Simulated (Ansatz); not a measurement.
The first iterations of a band of C₃H₁₁PSi (16 atoms, charge 0, multiplicity 1).

All numbers below come from RKS PBE-D4/def2-SVP (Ansatz 0.2.0).

```
movable images  : 9
climbing image  : yes
spring          : 5.0 eV/Å²
optimiser       : quadratic models (default)
start path      : through a guess of the saddle point
force threshold : 0.05 eV/Å
iteration limit : 27
end points      : relaxed
```

First end point:

```xyz
16
Properties=species:S:1:pos:R:3
C -0.660 1.068 1.132
C 0.554 0.248 0.667
C 0.570 -1.160 1.280
Si 0.659 0.179 -1.240
P -1.181 -0.921 -2.042
H -0.660 2.095 0.712
H -0.678 1.159 2.239
H -1.614 0.584 0.832
H 1.481 0.783 0.979
H -0.312 -1.752 0.955
H 0.543 -1.111 2.390
H 1.476 -1.731 0.992
H 0.788 1.572 -1.805
H 1.865 -0.620 -1.665
H -2.025 0.246 -1.966
H -0.831 -0.661 -3.416
```

Last end point:

```xyz
16
Properties=species:S:1:pos:R:3
C -0.653 1.094 1.110
C 0.566 0.285 0.642
C 0.629 -1.100 1.303
Si 0.623 0.146 -1.263
P -1.217 -1.015 -1.972
H -0.646 1.226 2.213
H -1.604 0.578 0.854
H -0.689 2.105 0.653
H 1.489 0.850 0.911
H -0.249 -1.721 1.024
H 0.630 -1.013 2.411
H 1.539 -1.662 1.010
H 0.718 1.517 -1.886
H 1.829 -0.653 -1.688
H -2.077 0.141 -1.916
H -0.911 -0.799 -3.363
```

| iteration | highest image above the first end (eV) | largest band force component (eV/Å) |
| --- | --- | --- |
| 1 | 1.289 | 5.207 |
| 2 | 0.246 | 1.073 |

Task: Does the band converge within its limit, and where does its top end?

Result: The forces met the threshold. It ended after 6 iterations with the highest image 0.141 eV above the first end. A vibrational analysis at the climbing image gives one clearly imaginary mode, 233i cm⁻¹: a first-order saddle point.

Run time: 3.8 min on 2 threads of Intel(R) Xeon(R) Platinum 8259CL CPU @ 2.50GHz (Skylake/Cascade Lake) (shared host), peak memory 0.21 GiB.
